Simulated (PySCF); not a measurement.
## Vibration and rotation of BRu

ROHF-CCSD(T) constants of BRu, ²Δ (doublet), unpaired electrons δ ↑ (PySCF, spin-free X2C with a Gaussian nucleus, basis sets B x2c-TZVPPall, Ru x2c-TZVPPall; masses 11.0093 and 101.9043 u):

| Quantity | Value |
| --- | --- |
| ωe | 940.2 cm⁻¹ |
| ωexe | 3.43 cm⁻¹ |
| Be | 0.57675 cm⁻¹ |
| αe | 0.00371 cm⁻¹ |
| De to B + Ru (4d7 5s1) | 4.68 eV |

What force constant and bond length do these constants imply?

Reduced mass μred = 9.9359 u; k = 5.8918×10⁻⁷·μred·ωe² (u, cm⁻¹, mdyn/Å) = 5.17 mdyn/Å; Re = √(16.8576/(μred·Be)) (u, cm⁻¹, Å) = 1.715 Å.

Estimate the centrifugal constant D from the Kratzer relation and find the Dunham coefficient a1.

D = 4Be³/ωe² = 8.68e-07 cm⁻¹; a1 = −1 − αeωe/(6Be²) = -2.75.

Correlated steps freeze 15 core orbitals. Spin–orbit coupling is left out, which matters for elements this heavy, above all for dissociation energies. The state is the lowest single determinant that the PBE0 search found; with open d or f shells the true ground state can be another one.
